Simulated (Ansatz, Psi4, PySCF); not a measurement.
C₂H₅O, charge -1, singlet, geometry from GFN2-xTB (in this run its highest filled SCF level lies above zero, so its values depend strongly on the basis, on diffuse functions most of all). Base run: B3LYP5/def2-SVP in PySCF.

Input for PySCF:
```python
from pyscf import gto, scf, dft

mol = gto.Mole()
mol.atom = '''
    C     1.117013   -0.455382    0.165849
    C     0.080549    0.685375    0.063515
    O    -1.266793    0.000531   -0.217414
    H    -1.540679   -0.297999    0.655228
    H     0.274185    1.164554   -0.944485
    H     2.122451   -0.018779    0.235434
    H     0.953800   -1.039116    1.085718
    H     1.139219   -1.192866   -0.668773
'''
mol.basis = 'def2-svp'
mol.charge = -1
mol.spin = 0
mol.verbose = 4
mol.build()

mf = dft.RKS(mol)
mf.xc = 'b3lyp5'
mf.kernel()
```

The same geometry, method and basis name were run in Ansatz (an electronic-structure program) and Psi4 and PySCF, at each program's defaults and at the settings that a row names. The base is PySCF at its defaults. Differences at the defaults can come from grids, fitting, cores and function types together.

```tsv
code and settings	ΔE vs base (µEh)	basis functions	E (Eh)	SCF cycles
PySCF, defaults (exact integrals, its default grid, spherical functions)	0.0	67	-154.12840	11
Psi4, defaults (density fitting with its default set, its default grid, spherical functions)	-37.0	67	-154.12844	9
Ansatz, defaults (factorised integrals, its default grid, spherical functions)	4.2	67	-154.12840	-
PySCF, density fitting with def2-universal-jkfit	-39.3	67	-154.12844	11
PySCF, fine grid	2.1	67	-154.12840	11
Psi4, exact integrals, spherical functions, fine grid	2.2	67	-154.12840	12
Ansatz, high accuracy	2.1	67	-154.12840	-
```
